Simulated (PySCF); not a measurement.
Compound: C8H9O (doublet state).
Z-matrix (Å and degrees, GFN2-xTB geometry), rows numbered from 1:
```
C 
C   1  1.3306
C   2  1.4489  1  125.76
C   3  1.3228  2  122.31  1   179.47
C   4  1.4050  3  131.03  2  -175.16
O   5  1.2077  4  132.09  3  -152.80
C   5  1.5548  4  105.73  3    26.52
C   7  1.5274  5  106.34  4   -57.81
C   3  1.5255  2  119.33  1     1.26
H   1  1.0769  2  122.90  3    -0.06
H   1  1.0764  2  121.02  3  -179.82
H   2  1.0818  1  119.70  3  -179.55
H   7  1.0900  5  107.91  4  -177.67
H   7  1.0903  5  109.90  4    62.70
H   8  1.0929  7  108.47  5   -55.16
H   8  1.0922  7  109.59  5  -172.55
H   9  1.0912  3  109.78  2   -57.51
H   9  1.0937  3  106.28  2    59.35
```

The hyperfine couplings belong to this conformer and change with its torsions.

As a line formula: `C=CC1=[C]C(=O)CCC1` [radical].

The calculation used UKS B3LYP, pcH-1 on C H O, non-relativistic, mean-field spin-orbit, GIAO (PySCF 2.14.0). Isolated species at its GFN2-xTB geometry (one conformer only). Couplings are sensitive to structure, and on GFN2-xTB geometries they can be far from those on DFT ones. The SCF solution wasn't tested for stability.

Problem. Predict the first-order ENDOR lines of C4, C2, C9, C7, C3, C5, H13/H14, H12, H17/H18 and H11 under fast tumbling at B = 3366.5 mT (W band).

Solution. For S = 1/2 in fast tumbling each set of equivalent nuclei gives two lines, ν± = |νn ± a/2| to first order, with νn = g_N μN B/h and μN/h = 7.62259 MHz/T.

| nuclei | isotope | g_N | νn (MHz) | a_iso (MHz) | lower line (MHz) | upper line (MHz) |
| --- | --- | --- | --- | --- | --- | --- |
| C4 | 13C | 1.4048 | 36.05 | 245.36 | 86.63 | 158.73 |
| C2 | 13C | 1.4048 | 36.05 | 51.35 | 10.37 | 61.73 |
| C9 | 13C | 1.4048 | 36.05 | 43.34 | 14.38 | 57.72 |
| C7 | 13C | 1.4048 | 36.05 | 36.07 | 18.01 | 54.09 |
| C3 | 13C | 1.4048 | 36.05 | -9.89 | 31.10 | 41.00 |
| C5 | 13C | 1.4048 | 36.05 | -8.03 | 32.03 | 40.07 |
| H13/H14 | 1H | 5.5857 | 143.34 | 7.67 | 139.50 | 147.17 |
| H12 | 1H | 5.5857 | 143.34 | -3.64 | 141.52 | 145.16 |
| H17/H18 | 1H | 5.5857 | 143.34 | -3.41 | 141.63 | 145.04 |
| H11 | 1H | 5.5857 | 143.34 | 3.37 | 141.65 | 145.02 |

The rows for 13C, of low natural abundance, apply to labelled samples.

Problem. Which pairs are centred on the nuclear Larmor frequency, and which on half the coupling?

Solution. Centred on νn, since |a| < 2νn: C2, C9, C7, C3, C5, H13/H14, H12, H17/H18 and H11. Centred on |a|/2 and split by 2νn: C4.

Problem. At what field would the lower line of C7 fall to zero frequency?

Solution. Where νn = |a|/2, that is B = 18.04 MHz/(1.4048 × 7.62259 MHz/T) = 1680 mT, as far as first order holds there.

Couplings of abundant isotopes left out: H15/H16 (2.0 MHz) and H10 (1.9 MHz).

Nuclei that the bonding pattern makes equivalent are averaged, as if the motion that swaps them (rotation, inversion, ring flip) were fast. The 1H value of +7.7 MHz is a mean of couplings from -2.2 to 17.5 MHz in this one geometry, not an average over conformers. The 1H value of -3.4 MHz is a mean of couplings from -9.0 to 2.2 MHz in this one geometry, not an average over conformers.
